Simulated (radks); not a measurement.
Values are calculated unless marked as measured or tabulated.
The tin anion Sn4-, [Xe], held by a Watson sphere: a shell of charge +4 at radius R that stands for the Madelung well of a crystal (potential energy -4/R inside, -4/r outside, in hartree with lengths in bohr). Code: a radial shooting solver on a logarithmic mesh with Libxc functionals. Model: scalar-relativistic Kohn-Sham, LB94 model potential, spin-polarised, spherical densities, finite nucleus; Fermi nuclear charge, rms radius of each element as measured or else 0.836 A^(1/3) + 0.57 fm. Response by self-consistent Sternheimer equations with the Hartree and adiabatic LDA kernel, the relativistic mass of each level held fixed and spin-orbit coupling left out. The sphere does not respond.

R (bohr)	e(4d) (eV)	e(5s) (eV)	e(5p) (eV)	<r> 5p (bohr)	sum of <r^2> (bohr^2)	X-ray form factor at sin(theta)/lambda = 0.3 1/angstrom	alpha (bohr^3)
2.44	-33.296	-18.523	-10.912	2.828	90.41	34.526	50.93
2.68	-32.111	-17.482	-10.327	2.950	95.89	34.578	60.16
3.37	-30.077	-15.032	-8.684	3.313	113.2	34.722	99.27
4.02	-28.998	-13.399	-7.357	3.657	131.2	34.780	158.5
4.03	-28.985	-13.379	-7.339	3.662	131.5	34.781	159.6
4.88	-28.043	-11.975	-5.982	4.108	157.6	34.788	284.9
5.12	-27.834	-11.686	-5.667	4.231	165.6	34.787	332.6
5.29	-27.699	-11.503	-5.460	4.318	171.4	34.787	370.3
5.57	-27.494	-11.235	-5.145	4.461	181.3	34.787	440.1
